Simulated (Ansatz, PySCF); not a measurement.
Ansatz (a quantum-chemistry and plane-wave program) was given this input:
Ansatz 0.2 input:
```yaml
crystal:
  periodic: [false, false, false]
  atoms:
    - {symbol: C, position_ang: [-1.72969277, -0.04080963, 0.91568295]}
    - {symbol: C, position_ang: [-0.77626925, -0.14906699, -0.29952640]}
    - {symbol: C, position_ang: [-1.17041749, -1.30441677, -1.18094652]}
    - {symbol: O, position_ang: [-0.74828285, 1.05022552, -0.97668833]}
    - {symbol: B, position_ang: [0.21566696, 1.87872518, -0.47685827]}
    - {symbol: O, position_ang: [1.00655457, 1.19963970, 0.40562724]}
    - {symbol: C, position_ang: [0.74172185, -0.15188344, 0.37591368]}
    - {symbol: C, position_ang: [0.92774225, -0.80958379, 1.71752242]}
    - {symbol: C, position_ang: [1.62917612, -0.83481442, -0.69343194]}
    - {symbol: H, position_ang: [-2.71646651, 0.18308109, 0.50925777]}
    - {symbol: H, position_ang: [-1.43809812, 0.77572084, 1.57122338]}
    - {symbol: H, position_ang: [-1.76675386, -0.97679102, 1.46323278]}
    - {symbol: H, position_ang: [-2.21689995, -1.19119111, -1.47039829]}
    - {symbol: H, position_ang: [-0.60259359, -1.32287425, -2.10774338]}
    - {symbol: H, position_ang: [-1.07303042, -2.25008196, -0.65470317]}
    - {symbol: H, position_ang: [0.34354091, 2.99266504, -0.75959864]}
    - {symbol: H, position_ang: [0.41999245, -0.26780681, 2.51149026]}
    - {symbol: H, position_ang: [1.98840654, -0.79926831, 1.97561696]}
    - {symbol: H, position_ang: [0.60280030, -1.84620237, 1.69442261]}
    - {symbol: H, position_ang: [1.48322898, -0.38257540, -1.67101161]}
    - {symbol: H, position_ang: [2.66149540, -0.66194728, -0.38771189]}
    - {symbol: H, position_ang: [1.43630502, -1.90182591, -0.73258185]}
basis:
  gaussian:
    orbitals: STO-3G
hamiltonian:
  xc: pbe
total_charge: 1
magnetization: {spin_polarized: true, initial_magnetization: 1}
accuracy: high
```

Question: Convert this to an input for PySCF.

Answer: This is not unique; one that fits is 
```python
from pyscf import gto, scf, dft

mol = gto.M(
    atom='''
C    -1.72969277   -0.04080963    0.91568295
C    -0.77626925   -0.14906699   -0.29952640
C    -1.17041749   -1.30441677   -1.18094652
O    -0.74828285    1.05022552   -0.97668833
B     0.21566696    1.87872518   -0.47685827
O     1.00655457    1.19963970    0.40562724
C     0.74172185   -0.15188344    0.37591368
C     0.92774225   -0.80958379    1.71752242
C     1.62917612   -0.83481442   -0.69343194
H    -2.71646651    0.18308109    0.50925777
H    -1.43809812    0.77572084    1.57122338
H    -1.76675386   -0.97679102    1.46323278
H    -2.21689995   -1.19119111   -1.47039829
H    -0.60259359   -1.32287425   -2.10774338
H    -1.07303042   -2.25008196   -0.65470317
H     0.34354091    2.99266504   -0.75959864
H     0.41999245   -0.26780681    2.51149026
H     1.98840654   -0.79926831    1.97561696
H     0.60280030   -1.84620237    1.69442261
H     1.48322898   -0.38257540   -1.67101161
H     2.66149540   -0.66194728   -0.38771189
H     1.43630502   -1.90182591   -0.73258185
''',
    basis='sto-3g',
    charge=1,
    spin=1,
    verbose=3,
)

mf = dft.UKS(mol)
mf.xc = 'pbe'
mf.grids.atom_grid = (99, 590)
mf.grids.prune = None
mf.kernel()
```

Both were run: Ansatz gave -405.892875 Eh and PySCF -405.892877 Eh, 0.002 mEh apart.
